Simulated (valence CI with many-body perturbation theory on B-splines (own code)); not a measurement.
# Hg⁶⁶⁺: calculated level list

Calculated by configuration interaction combined with many-body perturbation theory (CI+MBPT): four valence electrons over a frozen Dirac-Fock core [Ne], a basis of 11 s, 11 p, 10 d, 8 f, 5 g, 2 h functions for each j, with the one-electron correlation potential Σ1 (screened to all orders), the two-electron term Σ2, the three-electron term Σ3, Breit, model QED; selected single and double excitations, second order for the rest, scaled by the run's own slope (own B-spline code, finite nucleus).

No measured spectrum was set against this ion. As an estimate, large intervals hold to a few tenths of a per cent, small ones and those within an open d or f shell to about a per cent. Among the levels kept, up to 590 cm⁻¹ of a level comes from second order outside the variational space, and about a tenth of that is noise between levels of different J, which matters for small intervals.

Levels 46 to 90 of 167, with energies above the lowest level, (3s^2 3p1/2^2) J=0. "Leading %" is the weight of the configuration and term that name the level; weights of strongly mixed levels are sums over their largest components and can fall short. In the jj column 3d3/2^4 stands for four electrons in 3d with j = 3/2. Lifetimes count E1, E2, E3, M1 and M2 decay at the calculated energies, and are blank where another channel may lead or the interval is too uncertain; long ones can be off by a factor of two.

| No. | Configuration | Term | J | E (eV) | Leading % | g | Second component | Lifetime | Leading jj |
| --- | --- | --- | --- | --- | --- | --- | --- | --- | --- |
| 46 | 3s 3p2 3d | 5D | 4 | 1552.1 | 46 | 1.378 | 36 % 3s 3p2 3d 5F | 51.7 ps | 3s 3p1/2 3p3/2 3d5/2 (99 %) |
| 47 | 3s 3p2 3d | 3P | 2 | 1575.1 | 14 | 1.124 | 13 % 3s2 3d2 3F | 204 fs | 3s 3p1/2 3p3/2 3d5/2 (65 %) |
| 48 | 3s2 3d2 | 3F | 2 | 1576.5 | 34 | 1.063 | 13 % 3s 3p2 3d 3P | 118 fs | 3s^2 3d3/2^2 (42 %) |
| 49 | 3s 3p2 3d | 3G | 5 | 1577.5 | 61 | 1.261 | 39 % 3s 3p2 3d 5F | 37.9 ps | 3s 3p1/2 3p3/2 3d5/2 (100 %) |
| 50 | 3s 3p2 3d | 3F | 3 | 1586.0 | 42 | 1.282 | 26 % 3s 3p2 3d 5P | 1.51 ps | 3s 3p1/2 3p3/2 3d5/2 (97 %) |
| 51 | 3s 3p2 3d | 3D | 3 | 1597.7 | 62 | 1.287 | 10 % 3s 3p2 3d 5D | 1.03 ps | 3s 3p1/2 3p3/2 3d5/2 (97 %) |
| 52 | 3s 3p2 3d | 3P | 1 | 1598.7 | 37 | 1.162 | 27 % 3s 3p2 3d 3D | 1.28 ps | 3s 3p1/2 3p3/2 3d5/2 (95 %) |
| 53 | 3s 3p2 3d | 3F | 4 | 1601.7 | 41 | 1.169 | 34 % 3s 3p2 3d 1G | 1.83 ps | 3s 3p1/2 3p3/2 3d5/2 (94 %) |
| 54 | 3s2 3d2 | 3P | 0 | 1604.2 | 47 |  | 24 % 3s 3p2 3d 3P | 70.9 fs | 3s^2 3d3/2^2 (71 %) |
| 55 | 3s 3p2 3d | 1D | 2 | 1606.2 | 35 | 1.106 | 14 % 3s 3p2 3d 3F | 473 fs | 3s 3p1/2 3p3/2 3d5/2 (89 %) |
| 56 | 3s 3p2 3d | 3D | 3 | 1614.1 | 36 | 1.190 | 22 % 3s 3p2 3d 3F | 284 fs | 3s 3p1/2 3p3/2 3d5/2 (90 %) |
| 57 | 3s 3p2 3d | 3F | 4 | 1617.4 | 48 | 1.145 | 29 % 3s 3p2 3d 3G | 429 fs | 3s 3p1/2 3p3/2 3d5/2 (89 %) |
| 58 | 3s 3p2 3d | 3D | 1 | 1620.1 | 38 | 0.938 | 23 % 3s 3p2 3d 1P | 638 fs | 3s 3p1/2 3p3/2 3d5/2 (91 %) |
| 59 | 3s 3p2 3d | 3P | 1 | 1633.6 | 28 | 1.320 | 27 % 3s 3p2 3d 3S | 689 fs | 3s 3p1/2 3p3/2 3d5/2 (91 %) |
| 60 | 3s 3p2 3d | 1F | 3 | 1635.0 | 37 | 1.087 | 30 % 3s 3p2 3d 3F | 296 fs | 3s 3p1/2 3p3/2 3d5/2 (86 %) |
| 61 | 3s 3p2 3d | 3D | 2 | 1635.8 | 19 | 1.169 | 16 % 3s 3p2 3d 1D | 494 fs | 3s 3p1/2 3p3/2 3d5/2 (80 %) |
| 62 | 3s 3p2 3d | 3P | 0 | 1637.2 | 47 |  | 42 % 3s 3p2 3d 1S | 460 fs | 3s 3p1/2 3p3/2 3d5/2 (87 %) |
| 63 | 3s 3p2 3d | 3D | 2 | 1645.0 | 33 | 1.167 | 27 % 3s 3p2 3d 3P | 175 fs | 3s 3p1/2 3p3/2 3d5/2 (96 %) |
| 64 | 3p3 3d | 3D° | 2 | 1671.8 | 15 | 0.905 | 14 % 3p3 3d 3F° | 1.77 ps | 3p1/2^2 3p3/2 3d3/2 (63 %) |
| 65 | 3s2 3d2 | 3F | 3 | 1681.1 | 76 | 1.075 | 8 % 3s 3p2 3d 3F | 129 fs | 3s^2 3d3/2 3d5/2 (76 %) |
| 66 | 3p3 3d | 3P° | 0 | 1686.7 | 52 |  | 20 % 3p3 3d 5D° | 831 fs | 3p1/2^2 3p3/2 3d3/2 (81 %) |
| 67 | 3s2 3d2 | 1G | 4 | 1692.3 | 62 | 1.064 | 24 % 3s2 3d2 3F | 164 fs | 3s^2 3d3/2 3d5/2 (86 %) |
| 68 | 3s2 3d2 | 3P | 2 | 1692.9 | 40 | 1.168 | 22 % 3s2 3d2 1D | 123 fs | 3s^2 3d3/2 3d5/2 (78 %) |
| 69 | 3p3 3d | 3F° | 3 | 1693.0 | 23 | 1.049 | 19 % 3p3 3d 3G° | 518 fs | 3p1/2^2 3p3/2 3d3/2 (82 %) |
| 70 | 3p3 3d | 3D° | 1 | 1693.4 | 32 | 1.064 | 25 % 3p3 3d 3P° | 518 fs | 3p1/2^2 3p3/2 3d3/2 (89 %) |
| 71 | 3s2 3d2 | 3P | 1 | 1697.7 | 82 | 1.475 | 6 % 3s 3p2 3d 3P | 127 fs | 3s^2 3d3/2 3d5/2 (82 %) |
| 72 | 3s 3p 3d2 | 5G° | 2 | 1698.1 | 45 | 0.623 | 21 % 3s 3p 3d2 3F° | 495 fs | 3s 3p1/2 3d3/2^2 (73 %) |
| 73 | 3s 3p 3d2 | 5G° | 3 | 1715.6 | 24 | 0.994 | 21 % 3s 3p 3d2 3F° | 378 fs | 3s 3p1/2 3d3/2^2 (83 %) |
| 74 | 3s 3p 3d2 | 5D° | 0 | 1746.9 | 45 |  | 37 % 3s 3p 3d2 3P° | 155 fs | 3s 3p1/2 3d3/2^2 (80 %) |
| 75 | 3s 3p 3d2 | 3D° | 1 | 1749.9 | 40 | 0.512 | 36 % 3s 3p 3d2 5F° | 136 fs | 3s 3p1/2 3d3/2^2 (95 %) |
| 76 | 3s 3p 3d2 | 3P° | 1 | 1757.2 | 30 | 1.357 | 22 % 3s 3p 3d2 5D° | 188 fs | 3s 3p1/2 3d3/2^2 (92 %) |
| 77 | 3s 3p 3d2 | 5F° | 2 | 1758.7 | 17 | 1.168 | 14 % 3s 3p 3d2 3D° | 116 fs | 3s 3p1/2 3d3/2^2 (77 %) |
| 78 | 3s 3p3 | 3P° | 2 | 1761.3 | 45 | 1.414 | 16 % 3s 3p3 5S° | 215 fs | 3s 3p3/2^3 (88 %) |
| 79 | 3s2 3d2 | 3F | 4 | 1791.4 | 70 | 1.172 | 26 % 3s2 3d2 1G | 1.14 ps | 3s^2 3d5/2^2 (95 %) |
| 80 | 3s 3p3 | 1P° | 1 | 1799.4 | 36 | 1.178 | 24 % 3s 3p3 3D° | 103 fs | 3s 3p3/2^3 (98 %) |
| 81 | 3s2 3d2 | 1D | 2 | 1802.4 | 46 | 1.201 | 45 % 3s2 3d2 3P | 980 fs | 3s^2 3d5/2^2 (96 %) |
| 82 | 3p3 3d | 3F° | 4 | 1803.8 | 42 | 1.223 | 21 % 3p3 3d 5D° | 640 fs | 3p1/2^2 3p3/2 3d5/2 (85 %) |
| 83 | 3p3 3d | 3D° | 2 | 1810.7 | 21 | 1.224 | 16 % 3p3 3d 3P° | 670 fs | 3p1/2^2 3p3/2 3d5/2 (69 %) |
| 84 | 3s 3p 3d2 | 5G° | 3 | 1813.8 | 23 | 1.119 | 16 % 3s 3p 3d2 5F° | 1.87 ps | 3s 3p1/2 3d3/2 3d5/2 (79 %) |
| 85 | 3s 3p 3d2 | 5D° | 1 | 1826.1 | 33 | 1.712 | 30 % 3s 3p 3d2 5P° | 1.61 ps | 3s 3p1/2 3d3/2 3d5/2 (90 %) |
| 86 | 3s 3p 3d2 | 5G° | 4 | 1827.3 | 40 | 1.119 | 18 % 3s 3p 3d2 3G° | 2.33 ps | 3s 3p1/2 3d3/2 3d5/2 (96 %) |
| 87 | 3s 3p 3d2 | 5D° | 2 | 1828.4 | 23 | 1.228 | 8 % 3s 3p 3d2 5P° | 767 fs | 3s 3p1/2 3d3/2 3d5/2 (78 %) |
| 88 | 3s2 3d2 | 1S | 0 | 1832.2 | 65 |  | 30 % 3s2 3d2 3P | 842 fs | 3s^2 3d5/2^2 (95 %) |
| 89 | 3p3 3d | 3D° | 3 | 1833.5 | 19 | 1.180 | 11 % 3p3 3d 1F° | 539 fs | 3p1/2^2 3p3/2 3d5/2 (61 %) |
| 90 | 3p3 3d | 3P° | 1 | 1846.3 | 21 | 1.212 | 19 % 3p3 3d 1P° | 583 fs | 3p1/2^2 3p3/2 3d5/2 (73 %) |

Where two levels of one J and parity lie close, their mixing, g and order are uncertain.
